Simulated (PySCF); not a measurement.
Cartesian coordinates in Å; atom numbers follow the order of the lines, from 1:
```xyz
17

C     2.4844   -0.4701   -0.5995
C     1.6550    0.4200   -0.0854
C     0.7129    0.1494    1.0325
Si   -1.0848    0.0399    0.3680
C    -1.2129   -1.3658   -0.9063
P    -1.4991    1.9692   -0.7163
H     2.5530   -1.4715   -0.2053
H     3.1347   -0.2376   -1.4251
H     1.5996    1.4185   -0.5031
H     0.7756    0.9521    1.7681
H     0.9776   -0.7824    1.5304
H    -1.9867   -0.2151    1.5096
H    -0.9411   -2.3215   -0.4700
H    -2.2196   -1.4549   -1.3033
H    -0.5427   -1.1796   -1.7413
H    -1.5388    2.7463    0.4300
H    -2.8742    1.8149   -0.7266
```

Geometry: GFN2-xTB; GIAO shifts from PySCF 2.14, gas phase, non-relativistic, averaged over equivalent atoms.

At LC-wPBE/pcSseg-0 (84 basis functions, 24 s wall time on 1 thread of an Intel Xeon, shared host):
| atoms | δ (ppm) |
| --- | --- |
| C2 | 148.1 |
| C1 | 132.5 |
| C3 | 20.7 |
| C5 | -4.9 |
| Si4 | -39.3 |
| P6 | -35.2 |
| H9 | 6.17 |
| H7 | 5.57 |
| H8 | 5.57 |
| H12 | 4.84 |
| H11 | 1.52 |
| H10 | 1.41 |
| H16/H17 | 0.53 |
| H13/H14/H15 | 0.08 |

Scale: TMS for 13C (σref 201.13) and 29Si (σref 358.23) and 1H (σref 33.34); PH3 for 31P (σref 658.60) (reference shieldings calculated alike).

Q: What do these become at OPBE/Sadlej pVTZ?

A: 
```csv
atoms,δ at OPBE/Sadlej pVTZ,change
C2,134.7,-13.4
C1,114.0,-18.5
C3,28.3,+7.6
C5,-4.4,+0.5
Si4,-25.2,+14.1
P6,2.6,+37.8
H9,6.65,+0.48
H7,5.13,-0.44
H8,5.27,-0.30
H12,5.56,+0.72
H11,2.23,+0.71
H10,2.34,+0.93
H16/H17,1.01,+0.48
H13/H14/H15,0.25,+0.17
```

Chemical shifts δ = σref − σ; TMS for 13C (σref 197.36) and 29Si (σref 357.19) and 1H (σref 32.00); 31P (σref 640.34) vs PH3, all at this level.

The largest change is at P6 (phosphorus bonded to Si, 2 H). Cost: 259 basis functions, 2.1 min wall time on 1 thread of an Intel Xeon, shared host. The order of the carbon signals is the same at both levels.
